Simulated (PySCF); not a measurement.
Compound: C7H13FO2.
Numbering: `[CH3:1][CH2:2][O:3]/[C:4]([O:5][CH3:6])=[C:7](/[CH3:8])[CH2:9][F:10]` (hydrogens: H11, H12, H13 on C1; H14, H15 on C2; H16, H17, H18 on C6; H19, H20, H21 on C8; H22, H23 on C9)

Theory: PBE0-D3(BJ)/def2-SVP geometry optimisation, gas phase in PySCF 2.14.0.

(1) What internal coordinates does the optimisation give?

Answers

(1) 
| bond | length (Å) |
| --- | --- |
| C1–C2 | 1.512 |
| C2–O3 | 1.430 |
| O3–C4 | 1.352 |
| C4–O5 | 1.351 |
| O5–C6 | 1.412 |
| C4=C7 | 1.346 |
| C7–C8 | 1.496 |
| C7–C9 | 1.489 |
| C9–F10 | 1.390 |
| C1–H11, C1–H12, C1–H13 | 1.100 |
| C2–H14, C2–H15 | 1.102 |
| C6–H16, C6–H17, C6–H18 | 1.101 |
| C8–H19, C8–H20, C8–H21 | 1.101 |
| C9–H22, C9–H23 | 1.101 |

Bonds in one row agree within 0.01 Å and their mean is given. A selection of angles:
| angle | degrees |
| --- | --- |
| C2–C1–H11 | 110.2 |
| C2–C1–H12 | 110.9 |
| H11–C1–H12 | 108.1 |
| C1–C2–O3 | 111.8 |
| C1–C2–H14 | 111.3 |
| O3–C2–H14 | 105.6 |
| O3–C2–H15 | 109.2 |
| H14–C2–H15 | 107.8 |
| C2–O3–C4 | 115.0 |
| O3–C4–O5 | 115.2 |
| O3–C4–C7 | 123.3 |
| O5–C4–C7 | 121.5 |
| C4–O5–C6 | 116.5 |
| O5–C6–H16 | 106.5 |
| O5–C6–H17 | 112.1 |
| H16–C6–H17 | 109.2 |
| C4–C7–C8 | 122.4 |
| C4–C7–C9 | 120.0 |
| C8–C7–C9 | 117.5 |
| C7–C8–H19 | 111.6 |
| C7–C8–H20 | 110.1 |
| H19–C8–H20 | 108.4 |
| H19–C8–H21 | 108.8 |
| C7–C9–F10 | 110.5 |
| C7–C9–H22 | 111.3 |
| F10–C9–H22 | 108.4 |
| H22–C9–H23 | 109.1 |

Torsions: C1–C2–O3–C4 -85° (synclinal); C2–O3–C4–O5 -69° (synclinal); O3–C4–O5–C6 -45° (synclinal); O3–C4–C7–C8 177° (antiperiplanar); C4–C7–C9–F10 -107° (anticlinal). The mirror-image conformer, all signs reversed, is as good.

The 4 C–O bonds span 1.351 Å (C4–O5, drawn single) to 1.430 Å (C2–O3, drawn single), a spread of 0.079 Å. O3 (ether oxygen) is bent (angle 115.0°). The 4 C–C bonds span 1.346 Å (C4=C7, drawn double) to 1.512 Å (C1–C2, drawn single), a spread of 0.166 Å. Of the pairs four or more bonds apart, O3···H22 is among the closest relative to their van der Waals radii: 2.40 Å, 88 % of the sum of Bondi's values.

Point group: C1 (no symmetry element, even within 0.4 Å). No PBE0-D3(BJ)/def2-SVP frequencies stand behind this structure, so it isn't proved a minimum. The numbers are those of one conformer.
